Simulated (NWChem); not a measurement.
# Si2BiH6Cl; SMILES [Bi]([SiH3])([Cl])[SiH3]

Program: NWChem. Structure relaxed at the PBE0/def2-SVP level. No frequency run checked for a minimum. def2 effective core potentials on Bi; no spin-orbit coupling. Level PBE/def2-SVP: energy and gradient on several grids; changes count from the extra-fine grid, which is no exact limit either.

| grid | size of the energy change (μHa) | largest change of a gradient component (μHa/bohr) |
|---|---|---|
| xcoarse | 1000 | 3000 |
| coarse | 60 | 300 |
| medium | 30 | 90 |
| fine | < 10 | < 30 |
| xfine | < 10 | < 30 |
